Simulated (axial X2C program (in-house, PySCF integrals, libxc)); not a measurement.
**Excited states of I₂ by EOM-EE-CCSD**

Computed with an axial X2C code built on PySCF integrals: two-component X2C with atomic mean-field Coulomb and Gaunt terms, Gaussian nuclei, basis I dyall-acv3z with contracted cores.

R = 2.684 Å (near the PBE0 minimum at charge 0 of the determinant lowest at the starting distance; the state shown can have its own minimum elsewhere).

Hartree–Fock spinors of I₂ (one of each Kramers pair; a window near the gap, which can cut inner shells):

```csv
ω,occupied,ε (eV),character
1/2,yes,-22.94,"83% I s, 11% I p, 5% I d"
1/2,yes,-12.88,"90% I p, 6% I s"
1/2,yes,-12.36,96% I p
3/2,yes,-11.59,96% I p
1/2,yes,-10.07,"91% I p, 6% I d"
3/2,yes,-9.42,"91% I p, 7% I d"
1/2,no,-0.58,"70% I p, 21% I d, 7% I s"
1/2,no,1.57,"78% I s, 20% I p"
1/2,no,1.59,96% I p
1/2,no,1.91,99% I p
3/2,no,1.92,99% I p
1/2,no,2.27,"68% I p, 18% I d, 13% I s"
```

Vertical excitation energies from the closed-shell determinant state of I₂:

```json
{"Ω": "2", "excitation (eV)": "1.816", "cm⁻¹": "14649", "hole of the leading pair": "90% I pπ", "particle of the leading pair": "70% I pσ, 20% I dσ", "weight of the pair (for Ω = 0 its time-reversed partner can hold as much again)": "0.94", "singles weight": "0.94"}
{"Ω": "1", "excitation (eV)": "1.969", "cm⁻¹": "15883", "hole of the leading pair": "90% I pπ", "particle of the leading pair": "70% I pσ, 20% I dσ", "weight of the pair (for Ω = 0 its time-reversed partner can hold as much again)": "0.81", "singles weight": "0.94"}
{"Ω": "0⁻", "excitation (eV)": "2.344", "cm⁻¹": "18906", "hole of the leading pair": "86% I pπ", "particle of the leading pair": "70% I pσ, 18% I dσ", "weight of the pair (for Ω = 0 its time-reversed partner can hold as much again)": "0.47", "singles weight": "0.94"}
{"Ω": "0⁺", "excitation (eV)": "2.466", "cm⁻¹": "19891", "hole of the leading pair": "92% I pπ", "particle of the leading pair": "70% I pσ, 18% I dσ", "weight of the pair (for Ω = 0 its time-reversed partner can hold as much again)": "0.47", "singles weight": "0.94"}
{"Ω": "1", "excitation (eV)": "2.668", "cm⁻¹": "21520", "hole of the leading pair": "84% I pπ", "particle of the leading pair": "70% I pσ, 18% I dσ", "weight of the pair (for Ω = 0 its time-reversed partner can hold as much again)": "0.81", "singles weight": "0.93"}
{"Ω": "2", "excitation (eV)": "3.674", "cm⁻¹": "29635", "hole of the leading pair": "96% I pπ", "particle of the leading pair": "72% I pσ, 18% I dσ", "weight of the pair (for Ω = 0 its time-reversed partner can hold as much again)": "0.92", "singles weight": "0.93"}
{"Ω": "1", "excitation (eV)": "3.813", "cm⁻¹": "30757", "hole of the leading pair": "96% I pπ", "particle of the leading pair": "70% I pσ, 18% I dσ", "weight of the pair (for Ω = 0 its time-reversed partner can hold as much again)": "0.83", "singles weight": "0.92"}
{"Ω": "0⁻", "excitation (eV)": "4.287", "cm⁻¹": "34577", "hole of the leading pair": "96% I pπ", "particle of the leading pair": "72% I pσ, 18% I dσ", "weight of the pair (for Ω = 0 its time-reversed partner can hold as much again)": "0.46", "singles weight": "0.93"}
{"Ω": "0⁺", "excitation (eV)": "4.294", "cm⁻¹": "34635", "hole of the leading pair": "96% I pπ", "particle of the leading pair": "72% I pσ, 18% I dσ", "weight of the pair (for Ω = 0 its time-reversed partner can hold as much again)": "0.46", "singles weight": "0.93"}
{"Ω": "1", "excitation (eV)": "4.561", "cm⁻¹": "36786", "hole of the leading pair": "96% I pπ", "particle of the leading pair": "70% I pσ, 18% I dσ", "weight of the pair (for Ω = 0 its time-reversed partner can hold as much again)": "0.83", "singles weight": "0.90"}
{"Ω": "0⁻", "excitation (eV)": "4.572", "cm⁻¹": "36877", "hole of the leading pair": "86% I pσ", "particle of the leading pair": "72% I pσ, 18% I dσ", "weight of the pair (for Ω = 0 its time-reversed partner can hold as much again)": "0.47", "singles weight": "0.95"}
```

This point took 40 s on 1 thread of Arm Neoverse V2, on a shared host.

Reference electrons by ω block (each with its −ω partner): 1/2: 33, 3/2: 16, 5/2: 4. 14 electrons of I₂ correlated (inner shells frozen), 88 natural virtual spinors (a truncated set); levels can be off by some tenths of an eV. Roots sought by Ω: (0: 5, 1: 4, 2: 3, 3: 1); the list ends where they run out and leaves out roots under 60 % singles weight. The solver can skip a root, and states that need a further excitation, which the method places far too high, are missing though they may lie low or lowest. T1 of the reference 0.009 (Lee–Taylor). Number of frozen shells: I 4 s, 3 p, 2 d. g and u states are not told apart.
